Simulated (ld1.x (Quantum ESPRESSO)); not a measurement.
Values are calculated unless marked as measured or tabulated.
**Pseudopotentials across the periodic table**

Generated with ld1.x 7.5 (TM, RRKJ, ultrasoft, PAW), atompaw 4.2 or ONCVPSP 4.0.1. The cutoff is in Ry: for ld1.x and atompaw files where the sum of valence levels is converged to 10 mRy in a Bessel basis, for ONCV files where the hardest occupied wave has 1 mHa per electron of residual kinetic energy. The error is the largest all-electron minus pseudo excitation energy over each file’s own four to seven test configurations (ionisations up to +4, promotions, holes and added fractions of an electron), all of which were solved. The labels leave out finer settings (local radius, basis sizes, second energies), which also bear on the numbers. Spin-polarised tests are not counted. The rows are a selection from randomly drawn settings: files with unsolved tests, undetermined cutoffs or missed reference levels are left out.

A true bound ghost makes a file unfit for plane-wave use even where its test errors are small: the radial tests pick states by their node count and pass the ghost by.

| element | potential | cutoff (Ry) | largest error (meV) | bound ghosts |
| --- | --- | --- | --- | --- |
| As | ultrasoft, LDA (PZ), scalar-relativistic, rc 1.65/1.55/1.75 (spd), local smoothed, core correction no, reference 4s1.75 4p3.25 | 15 | +321 | d |
| Te | ultrasoft, PBE, scalar-relativistic, rc 1.90/2.45/1.20/2.60 (spdf), local smoothed, core correction no, reference 4d10 5s1.5 5p4.5 | 110 | +138 | none |

Task: Fill in the row for O: TM, PBE, scalar-relativistic, rc 0.85/1.60 (sp), local s, core correction no, reference 2s2 2p4.

Result: cutoff 80 Ry, largest error +2941 meV, bound ghosts: none.

Task: Fill in the row for S: TM semilocal, LDA (PZ), non-relativistic, rc 1.10/1.15 (sp), local s, core correction yes, reference 3s2 3p4.

Result: cutoff 90 Ry, largest error +92 meV, bound ghosts: none.

Task: Fill in the row for Zn: TM, LDA (PZ), scalar-relativistic, rc 1.50/3.05/0.90 (spd), local d, core correction no, reference 3d10 4s2 4p0.

Result: cutoff 260 Ry, largest error -77 meV, bound ghosts: s, p.
